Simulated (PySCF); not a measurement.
**Finite-field polarisability of F (fluorine, neutral)**

[He] 2s2 2p5, 2P determinant. Calculation: PySCF 2.14, in dyall-av2z (11s7p2d, 42 functions); no relativity, point nucleus. Frozen: 1s2. Energy changes in a uniform field (μhartree):

```json
{"axis": "x", "F (au)": "0.0089", "HF": "-100.227", "MP2": "-105.566", "CCSD": "-105.397", "CCSD(T)": "-105.958"}
{"axis": "x", "F (au)": "0.0178", "HF": "-400.963", "MP2": "-422.343", "CCSD": "-421.670", "CCSD(T)": "-423.920"}
{"axis": "y", "F (au)": "0.0085", "HF": "-100.414", "MP2": "-109.642", "CCSD": "-109.543", "CCSD(T)": "-110.718"}
{"axis": "y", "F (au)": "0.017", "HF": "-401.847", "MP2": "-438.835", "CCSD": "-438.442", "CCSD(T)": "-443.156"}
```

By symmetry the remaining axis equals y.

(1) Derive α along x at CCSD(T) from the two fields.

(2) And the mean polarisability at each level?

CCSD(T) lies more than 5 % below the reference, which points to too few diffuse and polarisation functions.

A double-zeta set is small for polarisabilities.

## Answers

(1) With ΔE = −αF²/2 − γF⁴/24, α = −(16 ΔE(F) − ΔE(2F))/(6F²) = 2.675 bohr³.

(2) The components xx, yy, zz at CCSD(T) are 2.675, 3.064, 3.064, the third axis being equal by symmetry to one of the two computed. Means: HF 2.696, MP2 2.911, CCSD 2.908, CCSD(T) 2.935 bohr³. Reference: 3.74 ± 0.08 bohr³ (recommended; Schwerdtfeger and Nagle, table of static dipole polarizabilities (2023 update)).
